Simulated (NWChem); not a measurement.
Molecule: C$_{4}$H$_{2}$ClF; SMILES C#C/C(=C\Cl)F

```xyz
8

C      1.9930    -1.5360     0.0000
C      0.8497    -1.1326     0.0000
C     -0.4959    -0.6781     0.0000
F     -1.4245    -1.6375     0.0000
C     -0.9060     0.6009     0.0000
Cl     0.1664     1.9295     0.0000
H      3.0085    -1.8889     0.0000
H     -1.9719     0.8365     0.0000
```
Atoms are numbered in this order, from 1.

Level: PBE0/def2-SVP (NWChem), optimised geometry, unscaled harmonic frequencies. 

| frequency (cm⁻¹) | IR intensity (km/mol) |
|---|---|
| 120 | 1.2 |
| 247 | 3.6 |
| 271 | 5.6 |
| 281 | 3.2 |
| 427 | 1.2 |
| 613 | 3.1 |
| 637 | 0.1 |
| 682 | 36.3 |
| 740 | 26.7 |
| 778 | 2.2 |
| 825 | 38.7 |
| 963 | 99.5 |
| 1208 | 105.5 |
| 1346 | 78.1 |
| 1716 | 9.3 |
| 2242 | 13.0 |
| 3249 | 15.1 |
| 3486 | 89.3 |

```
Property                                                                            Value
-----------------------------------------------------------------------  ----------------
zero-point energy                                                           28.3 kcal/mol
thermal correction to the enthalpy at 298.15 K (with zero-point energy)     32.7 kcal/mol
heat capacity Cv                                                         20.2 cal/(mol K)
entropy at 298.15 K and 1 atm (symmetry number 1)                        78.3 cal/(mol K)
dipole moment                                                                      0.66 D
```

Rigid rotor and harmonic oscillator.
